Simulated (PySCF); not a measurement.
**Dipole moment and polarisability of phenyl formate**

Species: phenyl formate, C7H6O2.
Cartesian coordinates in Å at the GFN2-xTB level; atoms count from 1:
```
atom  x, y, z in Å
O1     2.599   -0.289    1.312
C2     2.792   -0.218    0.136
O3     1.883   -0.088   -0.818
C4     0.534   -0.014   -0.432
C5    -0.205   -1.178   -0.298
C6    -1.543   -1.091    0.045
C7    -2.130    0.145    0.258
C8    -1.379    1.301    0.128
C9    -0.041    1.227   -0.216
H10    3.788   -0.250   -0.339
H11    0.268   -2.134   -0.462
H12   -2.127   -1.993    0.152
H13   -3.172    0.207    0.530
H14   -1.833    2.265    0.299
H15    0.561    2.118   -0.316
```

Level: wB97X-D/def2-SVPD (PySCF), static field, nuclei fixed, core orbitals frozen in the response. The polarisability tensor in these axes (au):

```
x   104.59  -1.29  -5.48
y    -1.29  85.65   0.90
z    -5.48   0.90  61.50
```

Give the principal values, the mean and the anisotropy Δα = √{½[(α1 − α2)² + (α2 − α3)² + (α1 − α3)²]}.

Principal values 60.79, 85.58 and 105.38 au; mean 83.92 au = 12.44 Å³ = 13.84 × 10⁻⁴⁰ C²·m²/J; Δα = 38.69 au (46 % of the mean).

What is the dipole moment, and where does it point?

(-1.11, 0.20, -1.52) D, 1.90 D in size, pointing from the negative to the positive side. Measured along this direction, the outermost atoms are O1 at the negative end and H13 at the positive end.

What would n − 1 = 2πNα be for an ideal gas of these molecules at 400 K and 1 atm, electronic part alone?

N = p/kT = 1.8347 × 10¹⁹ cm⁻³, so n − 1 = 2π × N × 12.44 × 10⁻²⁴ cm³ = 1434 × 10⁻⁶ at long wavelengths, for an ideal gas.

What molar refraction does this α imply?

Lorentz–Lorenz: R = (4π/3)N_A α = 2.5225 cm³/(mol·Å³) × 12.44 Å³ = 31.4 cm³/mol, in the limit of long wavelengths.

Traceless (Buckingham) quadrupole moment about the centre of nuclear charge: eigenvalues?

-17.10, 6.94, 10.16 D·Å. The values depend on the origin, since the dipole doesn't vanish. The electronic extent ⟨r²⟩ about the same centre is 1133 bohr², a root-mean-square distance of 2.23 Å for the 64 electrons.

Geometry: GFN2-xTB, one conformer, isolated molecule. GFN2-xTB frequencies show an imaginary mode (45i cm⁻¹), so this geometry is no minimum at that level.
